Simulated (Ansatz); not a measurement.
Start from `B[Si](C)(N)F` and change one atom or group to get `B[SiH](N)F`.

Ansatz, PBE0-D4/def2-TZVP geometries, multiplicity 1. Each molecule was computed in one conformer, which needn't be the lowest.

| property | `B[Si](C)(N)F` |
| --- | --- |
| LUMO energy (PBE/def2-TZVPP) / eV | -3.23 |
| HOMO–LUMO gap (ωB97M-V/def2-TZVPP) / eV | 9.73 |
| LUMO energy (ωB97M-V/def2-TZVPP) / eV | -0.25 |
| LUMO energy (PBE0/def2-TZVPP) / eV | -2.22 |
| HOMO energy (PBE0/def2-TZVPP) / eV | -7.71 |
| size of the dipole moment (B3LYP/def2-TZVPP) / D | 1.84 |

(1) Give the same properties after the change, and the shifts. (Estimate.)

Answers

(1) Ansatz gave: 
| property | `B[SiH](N)F` | shift |
| --- | --- | --- |
| LUMO energy (PBE/def2-TZVPP) / eV | -3.39 | -0.16 |
| HOMO–LUMO gap (ωB97M-V/def2-TZVPP) / eV | 9.82 | 0.09 |
| LUMO energy (ωB97M-V/def2-TZVPP) / eV | -0.41 | -0.16 |
| LUMO energy (PBE0/def2-TZVPP) / eV | -2.39 | -0.17 |
| HOMO energy (PBE0/def2-TZVPP) / eV | -7.95 | -0.24 |
| size of the dipole moment (B3LYP/def2-TZVPP) / D | 1.96 | 0.12 |

With PBE0 the HOMO falls by 0.24 eV and the LUMO falls by 0.17 eV, so the gap widens by about 0.07 eV. PBE moves the HOMO by -0.24 eV and ωB97M-V by -0.25 eV. Dipoles are sizes alone; their direction can turn.

B3LYP here is the variant with VWN-RPA as its local correlation; programs differ in this.
